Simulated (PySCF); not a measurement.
Computed shifts of a molecule C7H8O, PBE/pcSseg-1 (PySCF), GIAO, gas phase, equivalent atoms averaged, in ppm (number of nuclei): ¹³C: 160.9 (1), 135.7 (1), 134.6 (1), 133.5 (1), 119.3 (1), 116.3 (1), 25.5 (1). ¹H: 7.41 (1), 7.20 (1), 7.12 (1), 6.57 (1), 3.90 (1), 2.55 (3). References: ¹³C against TMS (σ = 182.0 ppm); ¹⁷O against H2O (σ = 334.3 ppm); ¹H against TMS (σ = 31.49 ppm), references at their B3LYP-D3(BJ)/def2-TZVP geometries, non-relativistic. The structure is a stationary point at ωB97X-D3(BJ)/def2-SVP. One conformer was computed; it need not be the lowest.

Q: Which structure fits?
A. C#C/C=C/C=C/OC
B. C=Cc1cocc1C
C. Cc1ccc(O)cc1
D. C=Cc1ccc(C)o1

A: C, Cc1ccc(O)cc1
